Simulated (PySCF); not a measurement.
Cost of one run: core-ionisation job, `NBN(C)C`.

Method: delta-SCF UKS B3LYP, pcX-2 on the ionised atom, pcseg-1 elsewhere, spin-free X2C (PySCF 2.14.0). Geometry: PBE0-D3(BJ)/def2-SVP. Work: ΔSCF core ionisation, 4 holes, density fitting. The command runs a driver script over a list of jobs; the input below is this job's line of settings and its coordinates in Å.

Command:
```bash
OMP_NUM_THREADS=1 python probes_run.py task.json out
```

Input:
```
{"job": {"kind": "xps", "xc": "B3LYP"}, "charge": 0, "multiplicity": 1}
C     -1.369869    -1.054164     0.043768
N     -0.279832    -0.147044     0.280519
C     -0.676342     1.084592     0.903234
B      1.053385    -0.470183    -0.079734
N      2.166867     0.370644     0.135047
H     -1.000735    -1.968220    -0.439330
H     -2.141899    -0.607171    -0.612546
H     -1.875673    -1.344361     0.985309
H     -1.402125     1.643837     0.281567
H     -1.157823     0.911874     1.885035
H      0.185482     1.744192     1.072499
H      1.249811    -1.544473    -0.607473
H      3.091259     0.089408    -0.153812
H      2.137218     1.286823     0.559323
```

Hardware: Arm Neoverse V1, one thread, shared host. PySCF's memory limit was set to 1760 MB.

How large is the largest of the mixed bases?

146 functions.

What wall time should be expected on this hardware?

About 28 s. The run took 57 SCF cycles in all, 7.0 s a hole on average.

How much memory does it need at the peak?

About 0.58 GiB. Peak memory is the resident size of the whole Python process, interpreter and libraries included.

Other jobs ran on the host; a repeat could differ by tens of per cent or more.
